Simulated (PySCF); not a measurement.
Computed IR spectrum (relative IR intensity) of a molecule C₅H₅F. Coordinates come from a PBE-D3(BJ)/def2-SVP optimisation. One conformer was computed; it need not be the lowest. Calculation: PBE-D3(BJ)/def2-SVP (PySCF). Harmonic, unscaled wavenumbers; measured fundamentals usually lie a few per cent lower.

Lines under 2 % of the strongest are left out, and lines within 2 cm⁻¹ are merged.

```json
[
 {"ν (cm⁻¹)": "326", "relative intensity": "8.6"},
 {"ν (cm⁻¹)": "359", "relative intensity": "3.2"},
 {"ν (cm⁻¹)": "416", "relative intensity": "3.0"},
 {"ν (cm⁻¹)": "628", "relative intensity": "15"},
 {"ν (cm⁻¹)": "799", "relative intensity": "63"},
 {"ν (cm⁻¹)": "825", "relative intensity": "56"},
 {"ν (cm⁻¹)": "858", "relative intensity": "29"},
 {"ν (cm⁻¹)": "860", "relative intensity": "24"},
 {"ν (cm⁻¹)": "923", "relative intensity": "34"},
 {"ν (cm⁻¹)": "1074", "relative intensity": "6.4"},
 {"ν (cm⁻¹)": "1249", "relative intensity": "12"},
 {"ν (cm⁻¹)": "1320", "relative intensity": "78"},
 {"ν (cm⁻¹)": "1416", "relative intensity": "30"},
 {"ν (cm⁻¹)": "1664", "relative intensity": "100"},
 {"ν (cm⁻¹)": "2011", "relative intensity": "79"},
 {"ν (cm⁻¹)": "3048", "relative intensity": "2.6"},
 {"ν (cm⁻¹)": "3114", "relative intensity": "3.0"}
]
```

Problem. Which structure fits?
A) C=C=C(F)C=C
B) C#C/C(F)=C/C
C) C=CC=C=CF
D) C=C=CC(=C)F

Solution. D, C=C=CC(=C)F
